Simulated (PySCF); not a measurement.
Species: C₅H₈O₂S.
InChI=1S/C5H8O2S/c1-3-4-5-8(2,6)7/h4H,1,5H2,2H3

Method: TDDFT B3LYP/def2-SVPD, vertical, gas phase, core orbitals frozen in the response in PySCF. Isolated species at its PBE0-D3(BJ)/def2-SVP geometry (one conformer only). Torsions of this conformer, `[CH2:1]=[C:2]=[CH:3][CH2:4][S:5]([CH3:6])(=[O:7])=[O:8]`: C2–C3–C4–S5 -116°, C3–C4–S5–C6 67°.

Q: Predict the UV-vis stick spectrum at this level.

A: 

```
state  E (eV)  E (kJ/mol)  λ (nm)       f     main configurations (H = HOMO, L = LUMO)
   S1    5.63         543   220.2  0.0064         H→L+1 (65%), H→L (14%), H-1→L+1 (8%)
   S2    5.92         571   209.5  0.0063                     H-1→L (71%), H→L+1 (19%)
   S3    6.47         624   191.8   0.215           H→L (64%), H-3→L (10%), H-1→L (9%)
   S4    6.67         643   185.9  0.0037                                  H→L+2 (93%)
   S5    6.89         665   179.9  0.0022                                  H-2→L (87%)
   S6    7.02         678   176.5   0.123    H-3→L (29%), H-1→L+1 (25%), H-2→L+1 (14%)
   S7    7.13         688   173.8   0.014                 H-1→L+2 (46%), H-2→L+1 (41%)
   S8    7.19         693   172.5   0.020  H-2→L+1 (41%), H-1→L+2 (22%), H-3→L+1 (20%)
   S9    7.32         706   169.3   0.074                   H-3→L+1 (44%), H-3→L (25%)
  S10    7.34         708   168.8   0.015                     H→L+3 (68%), H→L+5 (10%)
```

Triplets (Tamm–Dancoff): T1 4.46 eV, H→L (59%), H-1→L (10%), H→L+1 (8%); T2 4.76 eV, H-1→L+1 (66%), H→L (16%); T3 5.31 eV, H→L+1 (67%), H-1→L (20%); T4 5.60 eV, H-1→L (64%), H-1→L+1 (16%), H→L+1 (9%).

The lowest singlet lies at 5.63 eV (220 nm, ultraviolet) and is weak; its leading configuration is HOMO→LUMO+1 (65%). The most intense listed level is S3 at 6.47 eV (192 nm, f = 0.215), 0.83 eV above S1. Löwdin shares by element: HOMO carbon 44% or more, oxygen 22% (atoms not listed hold the other 34%); LUMO carbon 74% or more (atoms not listed hold the other 26%). Weighted by f, the mean energy of these states is 6.80 eV. Of the 10 states listed, 6 reach f = 0.01 and none stays under 0.0005. The oscillator strengths of these states sum to 0.479; summed over the whole spectrum of an exact calculation they would give the number of electrons, 70 (Thomas–Reiche–Kuhn). No computed singlet lies in the visible range (380 to 750 nm); the lowest, at 220 nm, stands 2.37 eV above its violet end (3.26 eV). The vertical ionisation energy (ΔSCF) is 9.50 eV, 2.15 eV above S10. Only the lowest 10 singlets were computed, as vertical energies without vibronic structure.

Time: 4.6 min. Hardware: one thread of an Arm Neoverse V1 (shared host).
